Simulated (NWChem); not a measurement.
System: Al2, triplet; SMILES [Al][Al]

Here is an NWChem input.

```
start job
memory heap 200 mb stack 900 mb global 1100 mb
geometry units angstroms noautosym nocenter noautoz
  Al     0.000000     0.000000    -1.241108
  Al     0.000000     0.000000     1.241108
end
basis spherical
  * library 6-31+g*
end
dft
  odft
  mult 3
  xc xcamb88 1.00 lyp 0.81 vwn_5 0.19 hfexch 1.00
  cam 0.33 cam_alpha 0.19 cam_beta 0.46
  iterations 150
end
tddft
  cis
  nroots 6
end
task tddft energy
```

Parts of the log:

```
             Northwest Computational Chemistry Package (NWChem) 7.3.0
             --------------------------------------------------------

                             Geometry "geometry" -> ""
                             -------------------------

 Output coordinates in angstroms (scale by  1.889725989 to convert to a.u.)

  No.       Tag          Charge          X              Y              Z
 ---- ---------------- ---------- -------------- -------------- --------------
    1 Al                  13.0000     0.00000000     0.00000000    -1.24110800
    2 Al                  13.0000     0.00000000     0.00000000     1.24110800

 Effective nuclear repulsion energy (a.u.)      36.0286756193

                                 NWChem DFT Module
                                 -----------------

 Summary of "ao basis" -> "ao basis" (spherical)
 ------------------------------------------------------------------------------
       Tag                 Description            Shells   Functions and Types
 ---------------- ------------------------------  ------  ---------------------
 Al                         6-31+g*                 10       22   5s4p1d

            General Information
            -------------------
          SCF calculation type: DFT
          Wavefunction type:  spin polarized.
          No. of atoms     :     2
          No. of electrons :    26
           Alpha electrons :    14
            Beta electrons :    12
          Charge           :     0
          Spin multiplicity:     3
          Use of symmetry is: off; symmetry adaption is: off
          Maximum number of iterations: 150
          AO basis - number of functions:    44
                     number of shells:    20
          Convergence on energy requested:  1.00D-06
          Convergence on density requested:  1.00D-05
          Convergence on gradient requested:  5.00D-04

              XC Information
              --------------
                     Hartree-Fock (Exact) Exchange  1.000
                   CAM-Becke88 Exchange Functional  1.000
                      VWN V Correlation Functional  0.190 local
              Lee-Yang-Parr Correlation Functional  0.810

           Range-Separation Parameters
           ---------------------------
           Alpha           :  0.19
           Beta            :  0.46
           Gamma           :  0.33
           Short-Range HF  :     F

             Grid Information
             ----------------
          Grid used for XC integration:  medium
          Radial quadrature: Mura-Knowles
          Angular quadrature: Lebedev.
          Tag              B.-S. Rad. Rad. Pts. Rad. Cut. Ang. Pts.
          ---              ---------- --------- --------- ---------
          Al                  1.25       88          13.0       590
          Grid pruning is: on
          Number of quadrature shells:   176
          Spatial weights used:  Erf1

      Superposition of Atomic Density Guess
      -------------------------------------

 Sum of atomic energies:        -483.71770069

      Non-variational initial energy
      ------------------------------

 Total energy =    -483.769550
 1-e energy   =    -745.093861
 2-e energy   =     225.295635
 HOMO         =      -0.067932
 LUMO         =      -0.067932

[...]

                                NWChem TDDFT Module
                                -------------------

            General Information
            -------------------
           No. of orbitals :      88
            Alpha orbitals :      44
             Beta orbitals :      44
        Alpha frozen cores :       0
         Beta frozen cores :       0
     Alpha frozen virtuals :       0
      Beta frozen virtuals :       0
         Spin multiplicity :       3
    Number of AO functions :      44
        Use of symmetry is : off
      Symmetry adaption is : off
         Schwarz screening :  0.10D-07

              XC Information
              --------------
              Hartree-Fock (Exact) Exchange   1.00
            CAM-Becke88 Exchange Functional   1.00
               VWN V Correlation Functional   0.19 local
       Lee-Yang-Parr Correlation Functional   0.81
           Alpha           :  0.19
           Beta            :  0.46
           Gamma           :  0.33

             TDDFT Information
             -----------------
          Calculation type : Tamm-Dancoff TDDFT
         Wavefunction type : Unrestricted
          No. of electrons :      26
           Alpha electrons :      14
            Beta electrons :      12
              No. of roots :       6
          Max subspacesize :    5200
            Max iterations :     100
               Target root :       1
           Target symmetry : none
      Symmetry restriction : off
                 Algorithm : Optimal
        Davidson threshold :  0.10D-03

    6 smallest eigenvalue differences (eV)
--------------------------------------------------------
  No. Spin  Occ  Vir  Irrep   E(Occ)    E(Vir)   E(Diff)
--------------------------------------------------------
    1    1   14   15 a        -0.208    -0.078     3.525
    2    1   13   15 a        -0.208    -0.078     3.525
    3    1   14   16 a        -0.208    -0.014     5.263
    4    1   14   17 a        -0.208    -0.014     5.263
    5    1   13   16 a        -0.208    -0.014     5.263
    6    1   13   17 a        -0.208    -0.014     5.263
--------------------------------------------------------

  Entering Davidson iterations
  Unrestricted

  Iter   NTrls   NConv    DeltaV     DeltaE      Time
  ----  ------  ------  ---------  ---------  ---------
    1      6       0     0.99E-01   0.10+100        2.9
    2     12       0     0.30E-01   0.54E-01        2.6
    3     18       1     0.22E-01   0.54E-02        2.0
    4     23       3     0.56E-01   0.90E-02        2.0
    5     26       5     0.93E-02   0.27E-02        1.5
    6     27       5     0.85E-03   0.60E-04        1.1
    7     28       5     0.13E-03   0.68E-06        1.2
    8     29       6     0.22E-04   0.12E-07        1.1
  ----  ------  ------  ---------  ---------  ---------
  Convergence criterion met

  Ground state a        -484.729895498894 a.u.
  <S2> =   2.0060

  ----------------------------------------------------------------------------
  Root   1         a             -0.000656152 a.u.               -0.0179 eV
  <S2> =   2.0094
  ----------------------------------------------------------------------------
     Transition Moments    X -0.28486   Y -0.30978   Z  0.00000
     Dipole Oscillator Strength                   -0.0000774734
     Electric Quadrupole                          -0.0000000000
     Magnetic Dipole                              -0.0000000000
     Total Oscillator Strength                    -0.0000774734

     Occ.   14 alpha a   ---  Virt.   15 alpha a       -0.99234
     Occ.   14 alpha a   ---  Virt.   19 alpha a        0.05189
     Occ.   14 alpha a   ---  Virt.   22 alpha a        0.08966
  ----------------------------------------------------------------------------
  Root   2         a             -0.000656152 a.u.               -0.0179 eV
  <S2> =   2.0094
  ----------------------------------------------------------------------------
     Transition Moments    X  0.30978   Y -0.28486   Z -0.00000
     Dipole Oscillator Strength                   -0.0000774734
     Electric Quadrupole                          -0.0000000000
     Magnetic Dipole                              -0.0000000000
     Total Oscillator Strength                    -0.0000774734

     Occ.   13 alpha a   ---  Virt.   15 alpha a        0.99234
     Occ.   13 alpha a   ---  Virt.   19 alpha a       -0.05189
     Occ.   13 alpha a   ---  Virt.   22 alpha a       -0.08966
  ----------------------------------------------------------------------------
  Root   3         a              0.068579029 a.u.                1.8661 eV
  <S2> =   2.0079
  ----------------------------------------------------------------------------
     Transition Moments    X -0.00000   Y -0.00000   Z  0.00000
     Dipole Oscillator Strength                    0.0000000000
     Electric Quadrupole                           0.0000000000
     Magnetic Dipole                               0.0000000000
     Total Oscillator Strength                     0.0000000000

     Occ.   13 alpha a   ---  Virt.   16 alpha a       -0.05582
     Occ.   13 alpha a   ---  Virt.   17 alpha a       -0.69599
     Occ.   13 alpha a   ---  Virt.   24 alpha a        0.10520
     Occ.   14 alpha a   ---  Virt.   16 alpha a       -0.69599
     Occ.   14 alpha a   ---  Virt.   17 alpha a        0.05582
     Occ.   14 alpha a   ---  Virt.   23 alpha a        0.10520
  ----------------------------------------------------------------------------
  Root   4         a              0.068579031 a.u.                1.8661 eV
  <S2> =   2.0079
  ----------------------------------------------------------------------------
     Transition Moments    X  0.00000   Y -0.00000   Z -0.00000
     Dipole Oscillator Strength                    0.0000000000
     Electric Quadrupole                           0.0000000000
     Magnetic Dipole                               0.0000000000
     Total Oscillator Strength                     0.0000000000

[...]
```

Level: CAM-B3LYP/6-31+G* (spherical d), spin-unrestricted, TDA. Geometry: optimised at PBE0/def2-SVP, spin-unrestricted. No stability test was run on the SCF state.
